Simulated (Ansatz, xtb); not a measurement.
**Two structures of BFH5Si2+**

Structure X is `B[SiH+][SiH2]F`, a singlet and structure Y is a singlet given by its coordinates. Both are isolated ions in the gas phase, relaxed with B3LYP-D3(BJ)/def2-SVP; the shapes shown needn't be the lowest conformers.

X (Å):

```csv
atom,x (Å),y (Å),z (Å)
B,-1.9703,2.6132,-2.1117
F,-2.4824,-0.1724,0.3964
Si,-0.5525,1.3317,-1.5715
Si,-0.9302,-0.4189,0.0271
H,-2.6885,2.3363,-3.0358
H,-2.1132,3.6268,-1.4803
H,0.7904,1.4881,-2.1996
H,-0.0284,-0.1431,1.1675
H,-0.7170,-1.6944,-0.6920
```

Y (Å):

```yaml
atoms:
  - { symbol: B, position_ang: [0.9359, -0.7734, -0.4203] }
  - { symbol: F, position_ang: [-1.3807, 0.3909, 0.0540] }
  - { symbol: Si, position_ang: [-0.7118, -0.5082, -1.3227] }
  - { symbol: Si, position_ang: [0.0948, -0.0174, 1.2412] }
  - { symbol: H, position_ang: [0.3997, 1.3463, 1.7226] }
  - { symbol: H, position_ang: [0.8882, 0.2857, -1.2257] }
  - { symbol: H, position_ang: [-1.4455, 0.0596, -2.4802] }
  - { symbol: H, position_ang: [1.8761, -1.4719, -0.6436] }
  - { symbol: H, position_ang: [-0.5522, -0.8966, 2.2358] }
```

Close contacts (Å): B1–Si3 1.90, B1–Si4 2.01, F2–Si3 1.78, F2–Si4 1.94, Si3–Si4 2.73, B1–H6 1.33, B1–H8 1.19, Si3–H6 1.79, Si3–H7 1.48, Si4–H5 1.48, Si4–H9 1.48.

Estimate E(Y) − E(X) at the level CCSD(T)/def2-SVP + ΔMP2/def2-TZVPP.

Calculated at CCSD(T)/def2-SVP + ΔMP2/def2-TZVPP: E(Y) − E(X) = −6.4 kcal/mol, so structure Y lies lower.

How the difference moves with the method:

```csv
level,geometry,E(Y) − E(X) (kcal/mol),departure from the last row (kcal/mol),"job, with rough time for the two"
B3LYP-D3(BJ)/def2-SVP,B3LYP-D3(BJ)/def2-SVP,−7.8,−1.4,"optimisation, 1.9 min"
HF/def2-SVP,B3LYP-D3(BJ)/def2-SVP,+8.9,+15.4,part of the CCSD(T) run
MP2/def2-SVP,B3LYP-D3(BJ)/def2-SVP,−11.4,−5.0,part of the CCSD(T) run
CCSD(T)/def2-SVP,B3LYP-D3(BJ)/def2-SVP,−9.8,−3.4,single point
CCSD(T)/def2-SVP + ΔMP2/def2-TZVPP,B3LYP-D3(BJ)/def2-SVP,−6.4,,"single point, 23 s"
```

HF/def2-SVP puts the two in the other order. The largest departure from CCSD(T)/def2-SVP + ΔMP2/def2-TZVPP is that of HF/def2-SVP, 15.4 kcal/mol. Levels run at GFN2-xTB geometries aren't shown. The last row adds to CCSD(T) the change of the MP2 difference between the two basis sets, here +3.4 kcal/mol, a large step that makes the value less sure.

With harmonic frequencies from B3LYP-D3(BJ)/def2-SVP (ideal gas, rigid rotor, one conformer each, 400 K, 1 atm): on the last row, ΔE + ΔZPE = −5.4, ΔH = −6.5, ΔG = −2.4 kcal/mol.

The correlated steps freeze 12 core orbitals. Mirror images aren't counted in ΔG. Run with Ansatz 0.2.0; the last row on 1 thread of Intel(R) Xeon(R) Platinum 8488C (Sapphire Rapids) on a shared host.
